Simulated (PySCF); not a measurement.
Species: BrH₆PSi₂.
Numbering: `[SiH3:1][PH:2][SiH2:3][Br:4]`

A calculation gives these core lines: Si 1s: 1846.70 (area 1), 1847.45 (area 1) eV; Si 2p3/2: 106.94 (area 1), 107.62 (area 1) eV; P 1s: 2149.64 eV; P 2p3/2: 136.13 eV.

Computed, not measured: delta-SCF UKS SCAN, pcX-2 on the ionised atom, pcseg-1 elsewhere, spin-free X2C in PySCF. Isolated species at its PBE0-D3(BJ)/def2-SVP geometry (one conformer only).

(1) Order the silicon atoms by Si 1s binding energy.

(2) Order the silicon atoms by Si 2p3/2 binding energy.

## Answers

(1) 1846.70 eV: Si1 (SiH3 silicon); 1847.45 eV: Si3 (SiH2 silicon). Lowest listed Si 1s: Si1, bonded to 3 H and P. Highest, 0.75 eV above it: Si3, bonded to Br, 2 H and P.

(2) 106.94 eV: Si1 (SiH3 silicon); 107.62 eV: Si3 (SiH2 silicon). Lowest listed Si 2p3/2: Si1, bonded to 3 H and P. Highest, 0.68 eV above it: Si3, bonded to Br, 2 H and P. Summing the Pauling electronegativity differences to the bonded atoms, each weighted by its formal bond order, gives +1.19 for the lowest site and +1.95 for the highest.

Bonded neighbours of each site: Si1: 3 H and P; P2: H and 2 Si; Si3: Br, 2 H and P.

**Question.** Which effective nuclear charge Zeff reproduces each element's mean 1s value in the hydrogen-like formula E = 13.606 eV × Zeff²?

**Answer.** Si (Z = 14): mean 1847.1 eV, Zeff = 11.65, Z − Zeff = 2.35; P (Z = 15): mean 2149.6 eV, Zeff = 12.57, Z − Zeff = 2.43. Means run over the listed sites, weighted by atom count.

The 2p values add to the ΔSCF energy of one spin-free hole a correction within the shell (spin–orbit coupling, ligand field). 2p1/2 minus 2p3/2 (ligand field included): Si 0.62 eV, P 0.89 eV. No level of bromine is listed.

Conformer computed: `[SiH3:1][PH:2][SiH2:3][Br:4]`: Si1–P2–Si3–Br4 53°.
